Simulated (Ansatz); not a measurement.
Coupled-cluster diagnostics for the cluster Cu₃F₃ (the lowest singlet isomer of a short search), Ansatz.

Geometry of the singlet (r2SCAN-D4/def2-SVP):

Cartesian coordinates in Å:
```
Cu -1.119 0.252 0.789
Cu 0.380 -1.312 -0.271
Cu 0.739 1.060 -0.519
F 1.723 -0.388 -1.215
F -0.585 2.019 0.420
F -1.139 -1.631 0.796
```

Correlated methods freeze 30 core orbitals. In CCSD on the charge 1 doublet the largest single amplitude is 0.33, so its Hartree–Fock determinant may place the open shell otherwise than the density functionals do. At PBE0-D4/def2-TZVP a singlet of charge 0 lies 2.71 eV below the triplet, each at its own geometry. At PBE0-D4/def2-TZVP a singlet of charge 0 lies 5.47 eV below the quintet, each at its own geometry. The structure comes from a short search, and lower isomers may exist.

Geometry of the charge 0 triplet (r2SCAN-D4/def2-SVP):

```tsv
atom	x (Å)	y (Å)	z (Å)
Cu1	-0.9567	0.9767	0.1571
Cu2	1.3579	0.2610	0.3871
Cu3	-0.3644	-1.2782	-0.5514
F4	1.5089	-1.5395	-0.2474
F5	-2.0812	-0.3780	-0.5853
F6	0.5355	1.9580	0.8399
```

Geometry of the charge 0 quintet (r2SCAN-D4/def2-SVP):

```xyz
6

Cu    0.538    0.682    0.372
Cu   -2.220    0.234    0.358
Cu    1.131   -1.612   -1.111
F    -0.589   -0.746   -0.406
F     2.071   -0.112   -0.253
F    -0.932    1.555    1.040
```

(1) Estimate the CCSD(T) correlation energy, the shares of MP2 and (T), T1 and the reference's ⟨S²⟩ for: charge 0, singlet, own geometry in def2-SVP; charge 0, triplet, own geometry in def2-SVP; charge 0, quintet, own geometry in def2-SVP; charge 1, doublet, vertical in def2-SVP; and the rough time on 4 threads of Arm Neoverse V1 on a shared host.

Results:

(1) 
```json
{"state": "charge 0, singlet, own geometry", "basis": "def2-SVP", "correlation (eV)": "-40.232", "MP2 share (%)": "104.0", "(T) share (%)": "3.5", "T1": "0.030", "⟨S²⟩ (pure)": "0.00 (0.00)", "wall time": "24 s", "remarks": "–"}
{"state": "charge 0, triplet, own geometry", "basis": "def2-SVP", "correlation (eV)": "-38.445", "MP2 share (%)": "101.7", "(T) share (%)": "3.5", "T1": "0.037", "⟨S²⟩ (pure)": "2.02 (2.00)", "wall time": "2.4 min", "remarks": "–"}
{"state": "charge 0, quintet, own geometry", "basis": "def2-SVP", "correlation (eV)": "-35.259", "MP2 share (%)": "100.4", "(T) share (%)": "2.7", "T1": "0.026", "⟨S²⟩ (pure)": "6.00 (6.00)", "wall time": "2.1 min", "remarks": "–"}
{"state": "charge 1, doublet, vertical", "basis": "def2-SVP", "correlation (eV)": "-38.033", "MP2 share (%)": "94.4", "(T) share (%)": "3.2", "T1": "0.074", "⟨S²⟩ (pure)": "1.70 (0.75)", "wall time": "2.4 min", "remarks": "flagged by the program, large T1 (0.074), spin-contaminated (⟨S²⟩ 1.70)"}
```
Customary marks for T1 are 0.02 (closed shells), 0.045 (open shells) and about 0.05 (3d metals). T1 exceeds 0.02 in 4 of 4 rows and 0.045 in 1; the higher it lies, the less the single-reference result can be trusted.
